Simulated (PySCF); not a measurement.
First SCF of a structure search on doublet SnOCl, at a hand-made linear geometry. PySCF input:

```python
from pyscf import gto, scf, dft
mol = gto.M(atom='''
Sn     0.000000     0.000000     0.000000
O      0.000000     0.000000    -1.870000
Cl     0.000000     0.000000     2.390000''',
    basis={'Sn': 'def2-TZVP', 'O': 'def2-TZVP', 'Cl': 'def2-TZVP'},
    ecp={'Sn': 'def2-TZVP'},
    charge=0, spin=1)
mf = dft.UKS(mol, xc='PBE0')
mf.grids.atom_grid = (50, 194)
aux = {'Sn': 'def2-universal-JKFIT', 'O': 'def2-universal-JKFIT', 'Cl': 'def2-universal-JKFIT'}
mf = mf.density_fit(auxbasis=aux)
mf.conv_tol = 1e-08
mf.diis_space = 10
mf.max_cycle = 60
mf.init_guess = 'minao'
mf.verbose = 4
mf.kernel()
```

Excerpt of the output (cycles alone):

```
init E= -712.697697348612
cycle= 1 E= -747.82177258245  delta_E= -35.1  |g|= 2.03  |ddm|= 21.6
cycle= 2 E= -735.110730482636  delta_E= 12.7  |g|= 4.69  |ddm|= 16.6
cycle= 3 E= -748.460183557512  delta_E= -13.3  |g|= 1.61  |ddm|= 15.6
cycle= 4 E= -748.301492605329  delta_E= 0.159  |g|= 1.61  |ddm|= 2.11
cycle= 5 E= -749.475729336519  delta_E= -1.17  |g|= 0.278  |ddm|= 1.15
cycle= 6 E= -749.506319223991  delta_E= -0.0306  |g|= 0.172  |ddm|= 0.501
cycle= 7 E= -749.518735587461  delta_E= -0.0124  |g|= 0.0474  |ddm|= 0.122
cycle= 8 E= -749.519846279553  delta_E= -0.00111  |g|= 0.0139  |ddm|= 0.0358
cycle= 9 E= -749.519992518513  delta_E= -0.000146  |g|= 0.00441  |ddm|= 0.0221
cycle= 10 E= -749.520025014108  delta_E= -3.25e-05  |g|= 0.00157  |ddm|= 0.0131
cycle= 11 E= -749.520033997504  delta_E= -8.98e-06  |g|= 0.000794  |ddm|= 0.00722
cycle= 12 E= -749.520036235317  delta_E= -2.24e-06  |g|= 0.000377  |ddm|= 0.0035
cycle= 13 E= -749.520036779738  delta_E= -5.44e-07  |g|= 0.000183  |ddm|= 0.00164
cycle= 14 E= -749.520036864128  delta_E= -8.44e-08  |g|= 5.92e-05  |ddm|= 0.000708
cycle= 15 E= -749.520036869105  delta_E= -4.98e-09  |g|= 1.22e-05  |ddm|= 0.000204
Extra cycle  E= -749.52003686907  delta_E= 3.51e-11  |g|= 2.07e-05  |ddm|= 3.39e-05
converged SCF energy = -749.52003686907  <S^2> = 0.75956892  2S+1 = 2.0095461
```

No lower solution of this spin was found by a stability analysis within the unrestricted form.

No spin–orbit coupling is included, which matters more the heavier the element.

The search for the lowest solution, with the stability check, took 8.3 s on 4 threads of a shared Intel Xeon @ 2.70GHz host, with 118 basis functions; the process peaked at 0.35 GiB. Launch command: `OMP_NUM_THREADS=4 python axn.py task.json out`.
